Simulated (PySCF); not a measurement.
SnI, SMILES [Sn+][I] (connectivity only; charge and spin as stated), charge +1, multiplicity 1.

Coordinates come from a B3LYP-D3(BJ)/def2-TZVP optimisation. The spin state was assumed, not searched. The def2 effective core potentials stand for the cores of I, Sn; spin–orbit coupling is left out.

Computed with B3LYP-D3(BJ)/def2-TZVP (PySCF).

Frequencies are harmonic and unscaled.

Computed harmonic wavenumbers and intensities:
```tsv
mode	ν (cm⁻¹)	IR (km/mol)	Raman (Å⁴/amu)	depolarisation	moving atoms (share of kinetic energy)
1	234	24.7	15.9	0.26	Sn 52 %, I 48 %
```
